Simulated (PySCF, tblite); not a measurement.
Compound: C5H13BOP2.
Z-matrix (Å and degrees, GFN2-xTB geometry), rows numbered from 1:
```
B 
P   1  1.9446
P   2  2.1837  1  120.07
C   2  1.8450  1  115.23  3  -122.89
C   4  1.5302  2  113.54  1  -172.79
C   5  1.5132  4  111.22  2    58.94
O   6  1.2032  5  122.74  4   115.63
C   6  1.5132  5  114.51  4   -64.13
C   8  1.5303  6  111.22  5    64.12
H   1  1.1906  2  104.46  3    59.83
H   1  1.1881  2  103.92  3  -179.99
H   1  1.1906  2  104.45  3   -59.81
H   3  1.3934  2   90.78  1   -46.07
H   3  1.3934  2   90.79  1    46.02
H   4  1.0942  2  106.77  1   -50.76
H   4  1.0942  2  108.14  1    64.53
H   5  1.0927  4  109.74  2   179.38
H   5  1.0944  4  109.47  2   -61.27
H   8  1.0945  6  108.75  5   -56.52
H   8  1.0927  6  108.79  5  -174.89
H   9  1.0942  2  108.13  1   -64.54
H   9  1.0943  2  106.78  1    50.74
```

Jobs on this species (22 atoms, 86 electrons) with PySCF (density fitting) and tblite. Hardware of each: one thread of an Arm Neoverse N1, on a shared host. Times come from a shared host and carry two figures at best.

```json
{"level and settings": "GFN2-xTB", "work": "L-BFGS relaxation", "basis functions": "–", "SCF cycles": "–", "wall time": "?"}
{"level and settings": "GFN2-xTB", "work": "Hessian by finite differences", "basis functions": "–", "SCF cycles": "–", "wall time": "1.9 s"}
{"level and settings": "PBE0/pcSseg-1", "work": "shieldings, ring-centre shieldings, charges and field gradients", "basis functions": "232", "SCF cycles": "14", "wall time": "91 s"}
```

Q: Fill in the missing figures.

A: 
- GFN2-xTB; L-BFGS relaxation: 1.1 s

Q: What do all jobs in the table cost together?

A: About 94 s; the longest takes about 97 % of that, and about 83 times as long as the shortest.
